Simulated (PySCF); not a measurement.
**TDDFT excited states: C3H7FOSi**

Compound: C₃H₇FOSi.
Numbering: `[F:1][Si@H:2]1[CH2:3][CH2:4][CH2:5][O:6]1` (hydrogens: H7 on Si2; H8, H9 on C3; H10, H11 on C4; H12, H13 on C5)

Theory: TDDFT CAM-B3LYP/def2-SVPD, vertical, gas phase, core orbitals frozen in the response in PySCF 2.14.0, density-fitted response routines. Geometry: PBE0-D3(BJ)/def2-SVP, one conformer, isolated molecule.

```json
{"state": "S1", "E (eV)": "7.91", "λ (nm)": "156.7", "ν̃ (cm⁻¹)": "63830", "f": "0.0046", "|μ| (D)": "0.39", "main configurations (H = HOMO, L = LUMO)": "H→L (73%), H→L+1 (10%)"}
{"state": "S2", "E (eV)": "8.12", "λ (nm)": "152.7", "ν̃ (cm⁻¹)": "65490", "f": "0.0063", "|μ| (D)": "0.45", "main configurations (H = HOMO, L = LUMO)": "H→L+2 (38%), H→L+1 (33%), H-1→L+1 (8%)"}
{"state": "S3", "E (eV)": "8.27", "λ (nm)": "149.9", "ν̃ (cm⁻¹)": "66710", "f": "0.026", "|μ| (D)": "0.91", "main configurations (H = HOMO, L = LUMO)": "H→L+2 (30%), H→L+1 (19%), H→L (17%)"}
{"state": "S4", "E (eV)": "8.44", "λ (nm)": "146.8", "ν̃ (cm⁻¹)": "68100", "f": "0.017", "|μ| (D)": "0.73", "main configurations (H = HOMO, L = LUMO)": "H-1→L (72%)"}
{"state": "S5", "E (eV)": "8.70", "λ (nm)": "142.5", "ν̃ (cm⁻¹)": "70180", "f": "0.0018", "|μ| (D)": "0.23", "main configurations (H = HOMO, L = LUMO)": "H-1→L+2 (44%), H-1→L+1 (19%)"}
{"state": "S6", "E (eV)": "8.79", "λ (nm)": "141.1", "ν̃ (cm⁻¹)": "70880", "f": "0.016", "|μ| (D)": "0.70", "main configurations (H = HOMO, L = LUMO)": "H-2→L (35%), H-1→L+1 (21%), H→L+3 (18%)"}
{"state": "S7", "E (eV)": "8.89", "λ (nm)": "139.4", "ν̃ (cm⁻¹)": "71730", "f": "0.084", "|μ| (D)": "1.58", "main configurations (H = HOMO, L = LUMO)": "H-2→L (31%), H-1→L+2 (22%), H-1→L+1 (12%)"}
{"state": "S8", "E (eV)": "8.96", "λ (nm)": "138.3", "ν̃ (cm⁻¹)": "72300", "f": "0.0093", "|μ| (D)": "0.52", "main configurations (H = HOMO, L = LUMO)": "H→L+3 (63%), H-1→L+1 (10%)"}
{"state": "S9", "E (eV)": "9.06", "λ (nm)": "136.9", "ν̃ (cm⁻¹)": "73040", "f": "0.048", "|μ| (D)": "1.18", "main configurations (H = HOMO, L = LUMO)": "H→L+4 (45%), H→L+2 (12%), H→L+5 (10%)"}
{"state": "S10", "E (eV)": "9.19", "λ (nm)": "134.9", "ν̃ (cm⁻¹)": "74150", "f": "0.040", "|μ| (D)": "1.08", "main configurations (H = HOMO, L = LUMO)": "H-2→L+2 (43%), H-2→L+1 (20%), H→L+4 (9%)"}
```

Triplets, Tamm–Dancoff:

| state | E (eV) | λ (nm) | main configurations (H = HOMO, L = LUMO) |
| --- | --- | --- | --- |
| T1 | 7.65 | 162.2 | H→L (42%), H→L+1 (34%), H→L+5 (9%) |
| T2 | 7.73 | 160.4 | H→L+2 (65%) |
| T3 | 7.89 | 157.1 | H→L (33%), H-1→L+1 (18%), H→L+1 (17%) |
| T4 | 8.11 | 152.9 | H-1→L (43%), H-1→L+2 (16%), H-1→L+1 (12%) |

The lowest singlet comes at 157 nm (764 kJ/mol) in the vacuum ultraviolet; it is very weak; its leading configuration is HOMO→LUMO (73%). The strongest level in the table is S7 at 8.89 eV (139 nm, f = 0.084). Löwdin shares by element: HOMO oxygen 43%, carbon 13% or more, silicon 8%, hydrogen 8% or more (atoms not listed hold the other 28%); LUMO carbon 37%, silicon 15% (atoms not listed hold the other 48%). The oscillator strengths of these states sum to 0.253; summed over the whole spectrum of an exact calculation they would give the number of electrons, 56 (Thomas–Reiche–Kuhn). Of the 10 states listed, 6 reach f = 0.01 and none stays under 0.0005. Orbital energies (eV): HOMO-3 -11.72, HOMO-2 -10.76, HOMO-1 -10.31, HOMO -9.76, LUMO 1.19, LUMO+1 1.52, LUMO+2 1.76. The vertical ionisation energy (ΔSCF) is 10.63 eV, 1.44 eV above S10. Singlets were solved by full linear response, triplets in the Tamm–Dancoff approximation.

Without π bonds the low states are Rydberg-like; a valence basis with one diffuse set may place them up to an eV too high.
